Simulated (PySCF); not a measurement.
H₃S, SMILES [SH3+], charge +1. Coordinates come from a B3LYP-D3(BJ)/def2-TZVPD optimisation. The isomer is the one that the SMILES or the coordinates give; other isomers of the formula were not compared.

TDA-PBE/def2-TZVPD (PySCF) puts the lowest singlet excitations at 9.40, 9.40, 10.07, 11.22, 12.11, 12.11 eV and the lowest triplet (TDA) at 7.71 eV.

**Question.** What are the lowest singlet roots from EOM-CCSD/aug-cc-pVDZ (PySCF)? (An estimate is asked for; the answer gives what the named calculation found.)

**Answer.** 10.00, 10.00, 10.66, 12.28, 13.16, 13.16 eV; triplets 8.34, 8.34, 9.82 eV. S1 differs by 0.61 eV (second minus first; roots are paired by order, and the bases may differ).
